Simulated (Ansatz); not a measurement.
Mulliken charges of H4N2S2W (`[NH2][W]([NH2])(=[S])=[S]`) from B3LYP/def2-TZVPP in Ansatz (PBE0-D4/def2-TZVP geometry).

| atom | x (Å) | y (Å) | z (Å) | charge (e) |
| --- | --- | --- | --- | --- |
| N1 | -1.087 | 1.254 | -0.134 | -0.414 |
| W2 | 0.221 | -0.102 | -0.555 | 0.661 |
| N3 | 0.732 | -1.090 | 1.024 | -0.414 |
| S4 | -0.673 | -1.471 | -1.920 | -0.249 |
| S5 | 1.958 | 0.876 | -1.304 | -0.249 |
| H6 | -2.084 | 1.106 | -0.173 | 0.166 |
| H7 | -0.854 | 2.203 | 0.115 | 0.166 |
| H8 | 0.278 | -1.937 | 1.330 | 0.166 |
| H9 | 1.508 | -0.840 | 1.618 | 0.166 |

Problem. By hand: the dipole of these point charges (1 e Å = 4.8032 D).

Solution. Σ q r = (-0.218, 0.101, 0.547) e Å, of length 0.597 e Å = 2.87 D.

Problem. How does the dipole of the full density compare? (Estimate.)

Solution. The calculation gave: (-0.307, 0.142, 0.769) e Å, 4.04 D; the point charges give 0.71 times that, at 0° from its direction.

Point charges leave out the atoms' own dipoles, such as those of lone pairs, and Mulliken's split depends on the basis, so the two needn't agree.

B3LYP here is the variant with VWN-RPA as its local correlation; programs differ in this.
